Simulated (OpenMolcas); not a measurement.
Hf2+: the spin-orbit constant, worked from levels

| Property | Result |
| --- | --- |
| Program | OpenMolcas |
| Basis | ANO-RCC-VQZP [9s8p6d4f3g2h] |
| Scalar Hamiltonian | DKH2, point nucleus |
| Active space | 2 electrons in 5 orbitals (5d) |
| State averaging | 2S+1 = 3 even, 10 roots; 2S+1 = 1 even, 15 roots |
| Spin-orbit coupling | RASSI with atomic mean-field integrals over the reference wave functions, term energies averaged over their components |

Methods: CASSCF; SS-CASPT2, IPEA 0.25 Eh, imaginary shift 0.1 Eh (closed shells correlated: 5s 5p).

**The spin-orbit constant.** For the Hund term ³F of d2, E(J) = (A/2) J(J+1) + constant and ζ = 2S·A = 2A. From J = 2 to J = 4 the energy changes by 7 A.

```tsv
Source	E(4) - E(2)	A	ζ
CASSCF	6272.9	896.1	1792
SS-CASPT2	6466.5	923.8	1848
```

All in cm-1. Both methods take the spin-orbit matrix elements from the reference wave functions, so the second can move ζ only through the term energies and any multistate remixing. Second-order mixing with other terms is absorbed into this ζ.

CASPT2 breaks the degeneracy within a term, and the mean is taken; among the terms shown or strongly mixed into the levels shown the widest spread is 360 cm-1 (5d² ³F, SS-CASPT2). Configurations with an s electron lie low in 5d ions of this charge, fall among these levels and mix in, so low-spin terms can stand far too high, up to twice their true height, and weights are not those of the real levels. Without dynamic correlation excited terms often stand tens of per cent too high (terms of higher spin than the ground term too low), and those without a measured partner can miss by more than the paired ones (holds for CASSCF). Levels of configurations outside the active space are missing.
